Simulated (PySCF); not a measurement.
**Which basis set comes closest?**

Molecule: N-Methylaniline (c1cc(NC)ccc1, C₇H₉N).

Bonds (- single, = double, # triple, : aromatic): C1-N2, N2-C3, C3:C4, C4:C5, C5:C6, C6:C7, C7:C8, C8:C3. C1 carries H9, H10, H11; N2 carries H12; C4 carries H13; C5 carries H14; C6 carries H15; C7 carries H16; C8 carries H17.

Geometry PBE0-D3(BJ)/def2-SVP throughout; GIAO in PySCF, gas phase, one conformer, non-relativistic; equivalent atoms averaged; functional PBE0.

Reference values (estimated from measurements, as parent shift plus tabulated substituent increments; solution, not stated per compound (mostly CDCl3 or CCl4); Pretsch, Buehlmann, Badertscher, Structure Determination of Organic Compounds, 4th ed. (2009)): δ(C4/C8) = 112.3 ppm, δ(C5/C7) = 129.3 ppm, δ(C6) = 116.9 ppm, δ(H13/H17) = 6.61 ppm, δ(H14/H16) = 7.18 ppm, δ(H15) = 6.70 ppm. Computed shifts are taken against TMS, calculated as an isolated molecule at each level.

Q: How do the basis sets STO-3G, pcSseg-0, 6-31G, 6-31G*, cc-pVDZ, def2-SVP, pcSseg-1, aug-cc-pVDZ, 6-311+G(2d,p), def2-TZVP perform against the reference? Times are CPU seconds on shared hosts with different chips, so compare them loosely.

A: 
```csv
basis set,functions,C4/C8,C5/C7,C6,H13/H17,H14/H16,H15,mean abs. error C,mean abs. error H,core-s
STO-3G,49,98.4,110.5,103.3,5.88,6.74,6.38,15.4,0.50,4.7
pcSseg-0,90,119.4,139.2,125.2,6.25,7.07,6.52,8.4,0.22,9
6-31G,90,107.5,125.3,112.9,6.36,7.14,6.64,4.3,0.12,10
6-31G*,130,104.8,123.3,110.3,6.18,7.05,6.51,6.7,0.25,16
cc-pVDZ,157,109.4,129.1,115.5,6.20,7.08,6.56,1.5,0.22,19
def2-SVP,157,108.1,127.5,113.6,6.20,7.02,6.43,3.1,0.28,17
pcSseg-1,181,114.1,135.0,120.8,6.41,7.24,6.70,3.8,0.09,30
aug-cc-pVDZ,265,108.9,128.5,114.7,6.61,7.40,6.86,2.1,0.13,44
"6-311+G(2d,p)",270,112.9,133.1,119.0,6.60,7.38,6.83,2.2,0.11,47
def2-TZVP,302,114.0,134.7,120.1,6.58,7.39,6.83,3.4,0.12,52
```

For 13C the closest is cc-pVDZ (1.5 ppm) and the furthest STO-3G (15.4 ppm).

For 1H the closest is pcSseg-1 (0.09 ppm, with 6-311+G(2d,p), 6-31G practically level) and the furthest STO-3G (0.50 ppm). Where a smaller basis beats a larger one, errors probably cancel. One molecule is a small sample, and vibrational and solvent effects are absent from the calculation.

A small basis that lands close on one nucleus may do so by chance; judge by the trend and by all nuclei.
